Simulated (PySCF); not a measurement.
## Cd(46+) (cadmium, charge +46): Hartree-Fock from Schrödinger to Dirac-Coulomb-Breit

Occupied: 1s1/2. Hartree-Fock calculated with PySCF 2.14 in an even-tempered Gaussian basis (16 s from 8.1 bohr⁻², ratio 2.7; 12 p from 9.7 bohr⁻², ratio 2.7), Gaussian nucleus throughout. NR is non-relativistic, sf-X2C the spin-free one-electron X2C Hamiltonian, X2C adds the bare one-electron spin-orbit term, X2C-SNSO screens it by Boettger's factors, DC is four-component Dirac-Coulomb, and the Gaunt and Breit terms are added at first order (total energies over the DC spinors, levels after relaxing the spinors in that mean field). QED terms are absent. Levels marked empty are virtual spinors of this ion.

```
Hamiltonian  E (hartree)
         NR   -2274.0438
     sf-X2C   -2347.1628
        X2C   -2347.1628
   X2C-SNSO   -2347.1628
         DC   -2347.8966
   DC+Gaunt   -2346.3972
   DC+Breit   -2346.3972
```

```tsv
level (eV)	NR	sf-X2C	X2C	X2C-SNSO	DC	DC+Gaunt	DC+Breit
1s1/2	-30534.8	-31500.2	-31500.2	-31500.2	-31520.0	-31479.6	-31479.6
2s1/2 (empty)	-7323.3	-7613.3	-7613.3	-7613.3	-7615.2	-7610.9	-7611.4
2p1/2 (empty)	-7234.3	-7355.1	-7517.5	-7513.8	-7512.5	-7503.4	-7504.8
2p3/2 (empty)	-7234.3	-7355.1	-7281.7	-7283.2	-7284.8	-7280.0	-7281.4
3s1/2 (empty)	-3224.4	-3326.8	-3326.8	-3326.8	-3327.4	-3326.1	-3326.3
```

How large are the two-electron picture-change error of X2C and the Breit correction in the total energy?

X2C-1e lies 0.7338 hartree above Dirac-Coulomb; Gaunt adds 1.4994 and the full Breit term 1.4994 hartree.

```json
{"interval (eV)": "2p3/2 − 2p1/2", "X2C": "235.7", "X2C-SNSO": "230.6", "DC": "227.8", "DC+Gaunt": "223.3", "DC+Breit": "223.3"}
```

Weight of the small component: 1s1/2 0.0313, 2s1/2 0.00748, 2p1/2 0.00744, 2p3/2 0.00720, 3s1/2 0.00330.

Koopmans' value for the highest occupied level at DC+Breit: 31479.6 eV, against an ionisation energy of 31451.1 eV (theoretical estimate listed by NIST; NIST Atomic Spectra Database, ionization energies); the former lacks relaxation, correlation, QED and recoil.

The whole ladder took 53 s of wall time on 1 thread of Neoverse-N1 (shared host), launched as `OMP_NUM_THREADS=1 python relrun2.py TASK.json OUT` (a driver that calls PySCF for each Hamiltonian).
